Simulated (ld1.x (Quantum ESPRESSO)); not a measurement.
## What one change does to a pseudopotential (Sb (Z = 51), TM)

ld1.x (Quantum ESPRESSO) 7.5 input, shortened:

```
&input
   title='Sb', zed=51., rel=2, dft='PBE', iswitch=3,
   config='[Kr] 4d10 5s2 5p3', rel_dist='average'
 /
 &inputp
   pseudotype=2, tm=.true., lloc=0,
   nlcc=.true.
 /
2
5P  2  1   3.00   0.00  2.25  2.25  0.0
5S  1  0   2.00   0.00  1.95  1.95  0.0
 &test
   configts(1)='5s2 5p3'
 /
```

Open shells are filled in proportion to 2j + 1 (rel_dist='average').

All-electron outer shells of the reference configuration (PBE, scalar-relativistic, ld1.x):

| shell | level (eV) | outermost node (bohr) | outermost maximum (bohr) |
| --- | --- | --- | --- |
| 4p | -101.79 | 0.39 | 0.76 |
| 4d | -33.51 | 0.38 | 0.84 |
| 5s | -12.83 | 0.95 | 1.90 |
| 5p | -4.83 | 1.04 | 2.35 |

Change: wave 5s (bound): rc 1.95 bohr becomes 5s (bound): rc 2.26 bohr.

Cutoffs: the cutoffs (Ry, on a coarse ladder) from which the occupation-weighted sum of valence levels, in a spherical-Bessel basis at the reference potential, stays within 10 and 1 mRy of its value at 400 Ry; they do not see the model core or the augmentation charge, which bear on the density cutoff. Errors are all-electron minus pseudo energies relative to the spin-unpolarised reference configuration.

Task: What does the change do?

Result: The potential gets softer (25 Ry and 35 Ry → 21 Ry and 30 Ry); of the 7 tests that both files solve, the error grows in 1 and shrinks in 0 by more than 15 % and 0.3 meV (median size 12.3 → 16.3 meV); neither file shows a bound ghost. A larger radius leaves more room for a smooth pseudo-wave, so fewer plane waves are needed.

| quantity | base | changed |
| --- | --- | --- |
| cutoff, loose | 25 Ry | 21 Ry |
| cutoff, tight | 35 Ry | 30 Ry |
| loose cutoff by channel (10 mRy a level) | p 10 Ry, s 12 Ry | p 10 Ry, s 10 Ry |
| bound ghosts | none | none |
| error for 5s2 5p2, meV [ΔE 8.33 eV] | -3.5 | -3.0 |
| error for 5s2 5p1, meV [ΔE 24.32 eV] | -31 | -27 |
| error for 5s2 5p0, meV [ΔE 48.76 eV] | -127 | -114 |
| error for 5s2 5p3.3, meV [ΔE -1.16 eV] | 0.0 | 0.0 |
| error for 5s1 5p4, meV [ΔE 8.09 eV] | -12 | -16 |
| error for 5s1 5p0, meV [ΔE 93.05 eV] | -452 | -442 |
| error for 5s2 5p2.5, meV [ΔE 3.27 eV] | -0.5 | -0.4 |
| s: phases at 2.46 bohr within 0.05 rad from the reference energy up to (Ry; the scan ends near 5) | 2.8 | 2.2 |
| p1/2: phases at 2.46 bohr within 0.05 rad from the reference energy up to (Ry; the scan ends near 5) | 4.3 | 4.2 |
| p3/2: phases at 2.46 bohr within 0.05 rad from the reference energy up to (Ry; the scan ends near 5) | 4.0 | 3.8 |
